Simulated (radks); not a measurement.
Task: Coherent X-ray form factor from a spherical all-electron density. All-electron calculation, Dirac Kohn-Sham, BLYP, spin-unpolarised, spherical densities, point nucleus. Program: a radial shooting solver on a logarithmic mesh with Libxc functionals.

sin(theta)/lambda (1/angstrom),f0 (electrons)
0.05,17.930
0.1,17.724
0.15,17.390
0.2,16.939
0.25,16.389
0.3,15.759
0.4,14.340
0.5,12.846
0.6,11.415
0.8,9.064
1,7.512
1.25,6.363
1.5,5.589
2,4.219

The species is in the configuration that NIST lists as its ground one. Which atom or ion scatters so?

Result: The zinc ion Zn12+, [Ar]. Extrapolating in s^2 from the first two rows gives f0(0) = 18.0, near the electron count 18; among species with that count, the fall with angle is slower the higher Z, and the table is that of Z = 30; from so few rows the species is fixed only to a neighbour or two.
